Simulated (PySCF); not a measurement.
Orbital energies, ionisation energy and electron affinity

ZrI4 (singlet state).
Structure used (PBE0-D3(BJ)/def2-SVP), in Å, numbered top down from 1:
```
atom  x, y, z in Å
Zr1    0.0161   -0.0177   -0.0157
I2    -0.0291   -0.0498    2.6603
I3     2.5567   -0.0573   -0.8631
I4    -1.2037    2.1935   -0.9048
I5    -1.2653   -2.1792   -0.9388
```

Level: B3LYP/def2-SVPD (PySCF). Frontier orbitals with their largest atomic shares (Löwdin; up to four atoms above 4 %):

```
orbital  ε (eV)                           main atoms
 HOMO−3   -8.37  I4 31 %, I3 30 %, I5 15 %, Zr1 13 %
 HOMO−2   -7.65                                    ?
 HOMO−1   -7.65                                    ?
   HOMO   -7.64                                    ?
   LUMO   -3.18     Zr1 70 %, I5 8 %, I3 8 %, I4 8 %
 LUMO+1   -3.18     Zr1 70 %, I2 8 %, I5 8 %, I4 8 %
 LUMO+2   -2.58   Zr1 62 %, I3 10 %, I4 10 %, I5 9 %
```

What vertical ionisation energy does ΔSCF give, and how far is −ε(HOMO) from it?

ΔSCF: 9.32 eV (900 kJ/mol; threshold wavelength 133 nm); ⟨S²⟩ of the doublet left behind is 0.762, against 0.75 for a pure doublet. −ε(HOMO) is 7.64 eV, 1.68 eV below it. In exact Kohn–Sham theory the two would be equal; B3LYP (global hybrid, 20 % exact exchange) falls short of its own ΔSCF value by 18 %. Holes in the HOMO−1 and HOMO−2 were tried too where these lie within 1.2 eV of the HOMO; the lowest converged state counts.

On which atoms does the HOMO lie?

HOMO: I2 36 %, I5 36 %, I3 26 %; HOMO−1: I4 35 %, I5 28 %, I2 25 %, I3 12 %; HOMO−2: I3 37 %, I4 37 %, I2 14 %, I5 11 %. These 3 orbitals lie within 0.02 eV of one another. The HOMO−3 lies 0.73 eV lower.

And the vertical electron affinity, the fundamental gap, Mulliken's electronegativity and the hardness (with the factor ½)?

EA = 1.79 eV by ΔSCF (−ε(LUMO) = 3.18 eV). IE − EA = 7.53 eV against an orbital gap of 4.46 eV; (IE + EA)/2 = 5.55 eV; (IE − EA)/2 = 3.77 eV.

What kinetic energy would electrons from this vertical process carry with Lyman-α light (10.199 eV)?

10.20 − 9.32 = 0.88 eV.

The lowest singlet excitation (vertical TDDFT, same level) lies at 3.51 eV. How far is it below IE − EA?

IE − EA = 7.53 eV, so by 4.02 eV.

With α = 194.3 au, estimate the like-pair dispersion coefficient by London's formula C6 = (3/4)α²I.

I = 0.3426 Eh, so C6 ≈ 9700 au, a rough estimate.

How many of the 10 lowest singlet excitations (vertical TDDFT, same level) lie below the ionisation energy?

All 10; they run from 3.51 to 4.11 eV.

Isolated species at its PBE0-D3(BJ)/def2-SVP geometry, gas phase. Atoms past krypton carry effective core potentials; spin–orbit coupling is left out.

These values come from a run that also computed excited states and ΔSCF ions. Time: 2.4 min wall (with the writing of density and orbital grids); peak memory 0.85 GiB. Hardware: one thread, Intel Xeon Platinum 8259CL at 2.50 GHz (x86_64), no GPU, shared host.
